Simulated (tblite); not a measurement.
C5H12BBrSi.
SMILES with atom numbers: `[Br:1][Si@H:2]1[CH2:3][CH2:4][BH:5][CH2:6][CH2:7][CH2:8]1` (hydrogens: H9 on Si2; H10, H11 on C3; H12, H13 on C4; H14 on B5; H15, H16 on C6; H17, H18 on C7; H19, H20 on C8)

Computed with GFN2-xTB (tblite), gas phase: L-BFGS steps from a force-field or distance-geometry start until the largest atomic force falls under 0.01 eV/Å.

Step 49: E = -650.4540 eV
```
atom  x, y, z in Å  |  force x, y, z in eV/Å
Br1     0.1867   -3.4859    1.4070   -0.012   0.019  -0.008
Si2     0.1587   -1.2698    1.0570    0.015   0.014   0.075
C3      1.5757   -0.8850   -0.1337    0.007  -0.015  -0.053
C4      1.8852    0.6181   -0.1676   -0.050   0.021   0.026
B5      0.6289    1.5636   -0.2796   -0.023   0.057   0.000
C6     -0.7179    1.1477   -0.9986    0.006   0.019  -0.012
C7     -1.7699    0.5969   -0.0142   -0.024  -0.033   0.022
C8     -1.5359   -0.8773    0.3060   -0.048  -0.030   0.003
H9      0.3531   -0.6961    2.3888   -0.012   0.005   0.000
H10     1.2979   -1.2288   -1.1325    0.007   0.011  -0.057
H11     2.4762   -1.4409    0.1362    0.021  -0.008   0.008
H12     2.5385    0.8240   -1.0245   -0.003   0.012   0.007
H13     2.4877    0.8694    0.7106   -0.043  -0.001   0.001
H14     0.6785    2.6365    0.1993    0.040  -0.038   0.000
H15    -0.5839    0.4023   -1.7859    0.020  -0.007   0.001
H16    -1.1573    2.0285   -1.4738    0.017   0.008  -0.023
H17    -1.7678    1.1896    0.9050    0.047  -0.035  -0.015
H18    -2.7671    0.6982   -0.4567    0.061  -0.002   0.003
H19    -1.6457   -1.4514   -0.6203   -0.029  -0.013   0.019
H20    -2.3267   -1.2289    0.9745    0.005   0.016   0.002
```

Step 50: E = -650.4550 eV
```
atom  x, y, z in Å  |  force x, y, z in eV/Å
Br1     0.1890   -3.4843    1.4106   -0.015   0.028  -0.012
Si2     0.1579   -1.2688    1.0507    0.035  -0.015   0.117
C3      1.5773   -0.8860   -0.1375   -0.002  -0.016  -0.045
C4      1.8834    0.6177   -0.1636   -0.030   0.016   0.016
B5      0.6268    1.5621   -0.2777   -0.004   0.055  -0.016
C6     -0.7175    1.1447   -0.9997    0.006   0.032  -0.023
C7     -1.7687    0.5970   -0.0129   -0.016  -0.025   0.005
C8     -1.5386   -0.8770    0.3056   -0.026  -0.049   0.010
H9      0.3536   -0.6907    2.3820   -0.015  -0.004  -0.020
H10     1.3028   -1.2257   -1.1384   -0.001   0.008  -0.060
H11     2.4774   -1.4431    0.1322    0.012   0.003   0.012
H12     2.5390    0.8278   -1.0180    0.000   0.020   0.012
H13     2.4822    0.8662    0.7178   -0.041   0.002  -0.003
H14     0.6777    2.6360    0.1989    0.030  -0.039   0.002
H15    -0.5841    0.3987   -1.7874    0.024  -0.005   0.024
H16    -1.1560    2.0247   -1.4772    0.012   0.012  -0.018
H17    -1.7624    1.1890    0.9066    0.043  -0.030  -0.014
H18    -2.7652    0.6997   -0.4533    0.024   0.014  -0.007
H19    -1.6528   -1.4516   -0.6196   -0.033  -0.014   0.014
H20    -2.3269   -1.2257    0.9778   -0.004   0.006   0.007
```

Task: Estimate the geometry and energy of step 51. (The exact step hangs on the optimiser's Hessian estimate; all steps are aligned on step 50, rigid shifts and turns removed.)

Result: E = -650.4562 eV, largest force 0.127 eV/Å
```
atom  x, y, z in Å  |  force x, y, z in eV/Å
Br1     0.1905   -3.4838    1.4102   -0.017   0.031  -0.014
Si2     0.1575   -1.2685    1.0451    0.042  -0.040   0.113
C3      1.5793   -0.8865   -0.1421   -0.017  -0.012  -0.024
C4      1.8807    0.6185   -0.1594   -0.002   0.000  -0.003
B5      0.6240    1.5613   -0.2765    0.015   0.032  -0.032
C6     -0.7166    1.1407   -1.0021    0.004   0.037  -0.030
C7     -1.7671    0.5974   -0.0116    0.010  -0.013  -0.019
C8     -1.5423   -0.8765    0.3064    0.012  -0.056   0.020
H9      0.3548   -0.6897    2.3766   -0.015  -0.005  -0.031
H10     1.3099   -1.2216   -1.1459   -0.009   0.005  -0.047
H11     2.4797   -1.4437    0.1293   -0.006   0.018   0.007
H12     2.5394    0.8330   -1.0105    0.002   0.028   0.018
H13     2.4753    0.8644    0.7254   -0.037   0.004  -0.001
H14     0.6755    2.6344    0.1997    0.018  -0.022   0.007
H15    -0.5831    0.3923   -1.7880    0.027  -0.003   0.043
H16    -1.1538    2.0186   -1.4846    0.001   0.017  -0.012
H17    -1.7545    1.1893    0.9075    0.033  -0.023  -0.010
H18    -2.7628    0.7027   -0.4500   -0.018   0.028  -0.013
H19    -1.6638   -1.4522   -0.6168   -0.031  -0.017   0.012
H20    -2.3277   -1.2193    0.9842   -0.014  -0.009   0.016
```

The energy changes by -0.0012 eV. The first-order estimate −F·Δx gives -0.0016 eV and the mean of the old and new forces, exact on a quadratic surface, -0.0012 eV. The step makes an angle of 75° with the force vector and moves no atom by more than 0.011 Å.

The cost below is that of the whole relaxation. Hardware: an Arm Neoverse V1 with one thread, no GPU (shared host). Cost: 1.1 s wall.
